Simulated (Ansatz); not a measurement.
Start from `F/[C]([GaH2])=[CH]/[AlH2]` and change one atom or group to get `FC(F)=[CH][AlH2]`.

Ansatz, PBE0-D4/def2-TZVP geometries, multiplicity 1.  `F/[C]([GaH2])=[CH]/[AlH2]` holds a close contact that its SMILES doesn't draw: H···Al 1.91 Å.

Scalar relativity is left out up to krypton.

| property | `F/[C]([GaH2])=[CH]/[AlH2]` |
| --- | --- |
| HOMO–LUMO gap (B3LYP/def2-TZVPP) / eV | 4.68 |
| size of the dipole moment (B3LYP/def2-TZVPP) / D | 2.09 |
| LUMO energy (ωB97M-V/def2-TZVPP) / eV | -0.71 |
| LUMO energy (B3LYP/def2-TZVPP) / eV | -2.71 |
| ideal-gas entropy at 298 K and 1 bar (rigid rotor, harmonic PBE0-D4/def2-TZVP) / J/(mol·K) | 355 |
| HOMO–LUMO gap (PBE0/def2-TZVPP) / eV | 5.12 |

(1) What does the change do to each property? (Estimate.)

## Answers

(1) Ansatz gave: 
| property | `FC(F)=[CH][AlH2]` | shift |
| --- | --- | --- |
| HOMO–LUMO gap (B3LYP/def2-TZVPP) / eV | 5.76 | 1.08 |
| size of the dipole moment (B3LYP/def2-TZVPP) / D | 0.74 | -1.35 |
| LUMO energy (ωB97M-V/def2-TZVPP) / eV | -0.06 | 0.65 |
| LUMO energy (B3LYP/def2-TZVPP) / eV | -1.97 | 0.74 |
| ideal-gas entropy at 298 K and 1 bar (rigid rotor, harmonic PBE0-D4/def2-TZVP) / J/(mol·K) | 327 | -28 |
| HOMO–LUMO gap (PBE0/def2-TZVPP) / eV | 6.21 | 1.09 |

With PBE0 the HOMO falls by 0.38 eV and the LUMO rises by 0.71 eV, so the gap widens by about 1.09 eV. PBE moves the HOMO by -0.31 eV and ωB97M-V by -0.44 eV. The zero-point energy changes by -29.4 kJ/mol with -6 modes. Dipoles are sizes alone; their direction can turn.

B3LYP here is the variant with VWN-RPA as its local correlation; programs differ in this.
